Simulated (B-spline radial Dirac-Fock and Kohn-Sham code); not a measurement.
## Pd⁷⁺: scattering cross sections and density moments

System: Pd⁷⁺ in the configuration 1s2 2s2 2p6 3s2 3p6 3d10 4s2 4p6 4d3.

The computed values come from a radial finite-basis atomic code: Dirac-Fock orbitals of the configuration average with a finite nucleus.

| Property | Result |
| --- | --- |
| Sum of ⟨r⟩ | 18.72 bohr |
| Sum of ⟨r²⟩ | 15.74 bohr² |
| Sum of ⟨1/r⟩ | 261.39 per bohr |
| Langevin diamagnetic susceptibility | -12.5 × 10⁻⁶ cm³/mol |
| Lamb shielding (α²/3)Σ⟨1/r⟩ | 4640 ppm |

Coherent scattering is the Thomson cross section weighted by f₀², without anomalous dispersion; incoherent scattering is Klein-Nishina weighted by S. The Lamb formula is the non-relativistic shielding expression. Electron correlation is left out.

| hν (keV) | coherent (b) | incoherent (b) | incoherent per electron (b) |
| --- | --- | --- | --- |
| 2 | 939.9 | 0.8909 | 0.0228 |
| 5 | 699.6 | 3.705 | 0.0950 |
| 8.0478 | 502.3 | 6.326 | 0.162 |
| 17.4793 | 229.0 | 11.39 | 0.292 |
| 20 | 191.9 | 12.26 | 0.314 |
| 50 | 50.23 | 16.70 | 0.428 |
| 200 | 4.404 | 15.07 | 0.386 |
| 1000 | 0.1942 | 8.193 | 0.210 |

Incoherent scattering overtakes coherent scattering between 50 and 200 keV.
